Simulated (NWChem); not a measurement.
# MgGeSiH₆; SMILES [SiH3][Mg][GeH3]

```xyz
9

Mg     0.0420    -0.7324     0.0016
Si     0.1903    -3.3163     0.0066
H      1.5169    -3.8263    -0.4825
H     -0.8468    -3.9623    -0.8688
H      0.0007    -3.9093     1.3747
Ge    -0.1077     1.8584    -0.0029
H     -0.5849     2.4501    -1.3534
H     -1.0897     2.4249     1.0537
H      1.2437     2.5588     0.2878
```
Atoms are numbered in this order, from 1.

Computed with NWChem. Pople sets run with spherical d functions. Coordinates come from a PBE0/def2-SVP optimisation. Vzz is the largest principal value of the second derivative of the potential at the nucleus (NWChem prints the opposite sign); η is the asymmetry. Non-relativistic.

| level | Vzz Mg1 (a.u.) | η Mg1 | Vzz Ge6 (a.u.) | η Ge6 | relative time |
|---|---|---|---|---|---|
| CAM-B3LYP/def2-SVP | -0.889 | 0.00 | -0.655 | 0.00 | 3 |
| CAM-B3LYP/cc-pVTZ | -0.828 | 0.00 | -0.532 | 0.00 | 50 |
| B3LYP/6-31G* | -0.654 | 0.00 | -0.419 | 0.00 | 1 |
| B3LYP/def2-TZVP | -0.945 | 0.00 | -0.568 | 0.00 | 2 |

Relative times are rough (shared machine, one core).
